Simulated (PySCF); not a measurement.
Species: C4H10AlN.
Cartesian coordinates in Å at the PBE0-D3(BJ)/def2-SVP level; atoms count from 1:
```
atom  x, y, z in Å
Al1    2.3995    0.3517    1.0638
N2     0.8700    0.0716    0.1953
C3    -0.1378    1.0517   -0.1619
C4    -1.4735    0.3969    0.2302
C5    -1.1766   -1.1179    0.1958
C6     0.3056   -1.2027   -0.2076
H7     3.2936   -0.9180    1.3940
H8     2.7515    1.8492    1.4560
H9    -0.1247    1.2422   -1.2549
H10    0.0390    2.0175    0.3360
H11   -2.2871    0.6878   -0.4509
H12   -1.7706    0.7109    1.2420
H13   -1.3293   -1.5656    1.1891
H14   -1.8226   -1.6626   -0.5086
H15    0.3839   -1.3321   -1.3067
H16    0.8382   -2.0476    0.2555
```

Method used: core-valence-separated Tamm–Dancoff BHandHLYP/aug-pcX-1 (pcseg-1 on H, def2-SVPD on Al) in PySCF, non-relativistic, gas phase, PBE0-D3(BJ)/def2-SVP geometry. No empirical shift is added; at this level the pattern usually sits a few eV under experiment.

The lowest roots of each edge with f over 0.003 (five at most, numbered afresh; weaker and dark ones are left out), with transition dipoles (au) in the frame of the coordinates:

| root | edge | E (eV) | f | μx | μy | μz |
| --- | --- | --- | --- | --- | --- | --- |
| 1 | C | 285.39 | 0.0072 | -0.0053 | 0.0316 | 0.0003 |
| 2 | C | 285.40 | 0.0221 | -0.0448 | -0.0090 | 0.0327 |
| 3 | C | 285.56 | 0.0271 | 0.0329 | 0.0050 | 0.0526 |
| 4 | C | 285.96 | 0.0123 | -0.0022 | 0.0009 | -0.0418 |
| 5 | C | 286.22 | 0.0155 | 0.0299 | -0.0094 | 0.0350 |
| 6 | N | 397.97 | 0.0216 | -0.0222 | -0.0052 | 0.0412 |
| 7 | N | 399.73 | 0.0071 | 0.0220 | 0.0040 | 0.0151 |
| 8 | N | 400.82 | 0.0103 | 0.0062 | -0.0318 | -0.0007 |

Question: Molecules are fixed in this frame and the field points along x. What effective strengths 3 f cos²θ do the roots have (θ between field and μ)?

Answer: root 1 (C4/C5): 0.001, root 2 (C4/C5): 0.042, root 3 (C4/C5): 0.023, root 4 (C3/C6): 0.000, root 5 (C3/C6 + C4/C5): 0.019, root 6 (N2): 0.014, root 7 (N2): 0.014, root 8 (N2): 0.001. Root 2 is the strongest. Averaged over all orientations cos²θ is 1/3, which gives f back.

One conformer stands for the species.
